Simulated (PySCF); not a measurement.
**Ag¹²⁺: ionisation energy**

Ag¹²⁺ [Ar] 3d10 4s2 4p5 [4p1/2^2 4p3/2^3, M_J = 3/2] → Ag¹³⁺ [Ar] 3d10 4s2 4p4 [4p1/2^2 4p3/2^2, M_J = 2], as a difference of total energies. Computed with PySCF 2.14 in an even-tempered Gaussian basis (18 s from 0.5 bohr⁻², ratio 2.8; 14 p from 0.65 bohr⁻², ratio 2.8; 9 d from 1.1 bohr⁻², ratio 2.8; 4 f from 5.1 bohr⁻², ratio 3), with the two-component X2C-1e Hamiltonian. Correlated levels: [Ne] frozen; the 76 highest virtual spinors dropped. "Screened" scales the spin-orbit matrix elements by Boettger's factors to mimic the two-electron term; Breit and QED terms are absent.

```tsv
method	ionisation energy (eV)
GHF (screened spin-orbit)	294.23
GMP2 (screened spin-orbit)	295.36
```

Problem. How much does correlation contribute at GMP2 (screened spin-orbit)?

Solution. 295.36 − (294.23) = 1.13 eV, measured against GHF (screened spin-orbit).

The labels give the starting determinants; with spin-orbit coupling the two ends relaxed to ⟨J²⟩ = 3.75, ⟨L²⟩ = 2.01, ⟨S²⟩ = 0.76 and ⟨J²⟩ = 6.01, ⟨L²⟩ = 2.71, ⟨S²⟩ = 1.67.

For comparison: 294 ± 3 eV (theoretical estimate listed by NIST; NIST Atomic Spectra Database, ionization energies).
